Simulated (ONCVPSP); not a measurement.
**As: one change to an ONCV potential, before and after**

* Element: arsenic (As)
* Generator: ONCVPSP 4.0.1
* Type: optimised norm-conserving Vanderbilt (ONCV)
* Functional: PBEsol
* Relativity: scalar-relativistic
* Frozen core: [Ar] 3d10
* Valence charge: 5
* Reference configuration: 4s1.5 4p3.5
* Partial waves: 4s: rc 1.75 bohr, ncon 4, nbas 7, qcut 3.5 1/bohr, 1 projector; 4p: rc 1.90 bohr, ncon 4, nbas 7, qcut 4.2 1/bohr, 2 projectors, debl 2.1 Ha; d scattering state at 0.18 Ha: rc 1.75 bohr, ncon 4, nbas 7, qcut 5.1 1/bohr, 2 projectors, debl 1.9 Ha
* Local potential: polynomial inside 1.10 bohr (lpopt 5, dvloc0 1 Ha)
* Core correction: Teter function, fcfact 3.25, rcfact 1.25

Change: local potential polynomial inside 1.25 bohr (lpopt 3, dvloc0 4 Ha).

Cutoffs: the cutoffs (Ha) at which the residual kinetic energy of the hardest occupied pseudo-wave falls to 1 and 0.1 mHa per electron; they do not see the model core or the augmentation charge, which bear on the density cutoff. Errors are all-electron minus pseudo energies relative to the spin-unpolarised reference configuration.

Problem. How do hardness, ghosts and transferability respond?

Solution. The potential gets neither clearly harder nor softer (29 Ha and 38 Ha → 29 Ha and 38 Ha); the bound ghosts move from d, s to d; the number of tests with a reliable result goes from 3 to 4; of the 3 tests that both files solve, the error grows in 0 and shrinks in 3 by more than 15 % and 0.3 meV (median size 3.9 → 2.9 meV); the range in which the s phases agree narrows (upper end 4.5 → 1.2). In the separable form a ghost depends on how the local part lies against the semilocal potential of the channel, so the choice of the local part can create or remove one.

| quantity | base | changed |
| --- | --- | --- |
| cutoff, loose | 29 Ha | 29 Ha |
| cutoff, tight | 38 Ha | 38 Ha |
| bound ghosts | s, d | d |
| GHOST(+) flags under 300 eV | none | none |
| tests with a reliable result | 3 of 4 | 4 of 4 |
| error for 4s2 4p3, meV [ΔE -4.68 eV] | -2.9 | -1.1 |
| error for 4s2 4p2, meV [ΔE 4.48 eV] | -3.9 | -2.9 |
| error for 4s2 4p1, meV [ΔE 22.42 eV] | -38 | -15 |
| s: phases at 1.77 bohr within 0.05 rad from the reference energy up to (Ha; the scan ends near 5) | 4.5 | 1.2 |
| p: phases at 1.93 bohr within 0.05 rad from the reference energy up to (Ha; the scan ends near 5) | 3.8 | 4.0 |
| d: phases at 1.77 bohr within 0.05 rad from the reference energy up to (Ha; the scan ends near 5) | 4.9 | 4.8 |
| rms error of d²Exc/dni dnj with the model core, mHa | 1.46 | 1.46 |

Base: The cutoffs count occupied waves only; projector 2 of the d channel, the hardest unoccupied one, needs 78 Ha at the loose tolerance. Changed file: The cutoffs count occupied waves only; projector 2 of the d channel, the hardest unoccupied one, needs 78 Ha at the loose tolerance. A true bound ghost makes a file unfit for plane-wave use even where its test errors are small: the radial tests pick states by their node count and pass the ghost by.
